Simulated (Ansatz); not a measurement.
Worked example: the barrier

An elementary step of BH5SO2, closed shell (BH₃O₂ ([OH][BH][OH]) + H₂S → BH₃SO₂ ([OH][B]([OH])[SH]) + H₂; bonds formed: B1–S6, H2–H5; bonds broken: B1–H2, H5–S6). “Start” is the structure reached by relaxing down from the saddle towards the reactants; PBE0-D4/def2-TZVP structures. The saddle:

```xyz
9
angstrom
B 0.3510 -0.1429 -0.1605
H 1.1648 0.7105 0.5102
O 0.2769 0.3651 -1.4345
O 0.6637 -1.4665 0.0690
H 0.2409 0.8227 0.9104
S -1.3893 0.4190 1.0390
H -0.0223 -0.3057 -2.0537
H 0.4177 -1.8141 0.9267
H -1.7035 1.4117 0.1933
```

Computed with Ansatz 0.2.0 (basis: def2-TZVPP and def2-QZVPP); correlated methods freeze the cores.

Energies in eV:

| quantity | saddle | start |
| --- | --- | --- |
| Hartree–Fock, triple zeta (X = 3) | -15645.35915 | -15648.02998 |
| Hartree–Fock, quadruple zeta (X = 4) | -15645.90089 | -15648.58501 |
| MP2 correlation, X = 3 | -21.98961 | -21.14104 |
| MP2 correlation, X = 4 | -23.72232 | -22.84754 |
| CCSD(T) correlation, X = 3 | -23.67662 | -22.92047 |

Work out the barrier at the basis limit: extrapolate Hartree–Fock as E(X) = E∞ + A exp(−7.88 √X) and the MP2 correlation as E(X) = E∞ + B X^−2.97 (the exponents that Neese and Valeev fitted for def2-TZVPP and QZVPP), then add CCSD(T) − MP2 in triple zeta.

Each step is linear, so take the differences first (saddle − start): Hartree–Fock 2.67083 (X = 3) and 2.68412 (X = 4); MP2 correlation -0.84857 and -0.87478; CCSD(T) correlation -0.75615.
Two points give E∞ = E(4) + w [E(4) − E(3)], with w = 1/(exp(7.88 (2 − √3)) − 1) = 0.1377 for Hartree–Fock and w = 1/((4/3)^2.97 − 1) = 0.7407 for the correlation.
Hartree–Fock: 2.68412 + 0.1377 × 0.01329 = 2.6860 eV.
MP2 correlation: -0.87478 + 0.7407 × (-0.02621) = -0.8942 eV.
CCSD(T) − MP2: -0.75615 − (-0.84857) = 0.0924 eV.
Sum: 2.6860 + (-0.8942) + 0.0924 = 1.8842 eV, or 43.45 kcal/mol. Plain CCSD(T) in triple zeta gives 1.9147 eV, so the larger basis shifts the result by -0.0305 eV.

No T1 diagnostic of these runs exceeds 0.013.

Labels in which every atom is bracketed show which atoms are joined, not bond orders.

For scale, one of the runs: CCSD(T)/def2-TZVPP, 205 basis functions, launched by `ansatz run in.yaml --threads 4 --pin off --events-out ev --progress --plain --max-ram 9574MiB`. Hardware: 4 CPU threads of an AMD EPYC 7R43, shared host. Wall time 78 s; peak host memory 2.7 GiB.
